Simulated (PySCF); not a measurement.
Isomers of C3H11PSi2, from PBE0-D3(BJ)/def2-SVP geometry optimisation, gas phase in PySCF. One conformer each, no zero-point energy, no frequencies.

Task: Which isomer lies lower at this level?
A. `[CH3:1][C@@H:2]1[SiH2:3][CH2:4][Si@@H:5]1[PH2:6]` with C4–Si5–P6–H 57° and -37°, C1–C2–Si3–C4 -144°, C2–Si3–C4–Si5 17°, Si3–C4–Si5–P6 95°, C1–C2–Si5–C4 144°: A = 2342, B = 1432, C = 1115 MHz, dipole 1.14 D
B. `[CH2:1]=[C:2]([CH3:3])[SiH2:4][SiH2:5][PH2:6]` with C1–C2–Si4–Si5 106°, C2–Si4–Si5–P6 3°, Si4–Si5–P6–H -158° and -63°: A = 2172, B = 1180, C = 915.9 MHz, dipole 0.64 D

Result: A. That is `C[C@@H]1[SiH2]C[Si@@H]1P`, 21.2 kcal/mol below the other.

```tsv
SMILES	mapped SMILES	E (Eh)	relative (kcal/mol)	relative (kJ/mol)	dipole (D)
C[C@@H]1[SiH2]C[Si@@H]1P	[CH3:1][C@@H:2]1[SiH2:3][CH2:4][Si@@H:5]1[PH2:6]	-1040.40632	0.0	0.0	1.14
C=C(C)[SiH2][SiH2]P	[CH2:1]=[C:2]([CH3:3])[SiH2:4][SiH2:5][PH2:6]	-1040.37249	21.2	88.8	0.64
```

As drawn, the lower has a four-membered ring, which the higher lacks; the higher has an Si–Si bond and a C=C bond outside aromatic rings, which the lower lacks.
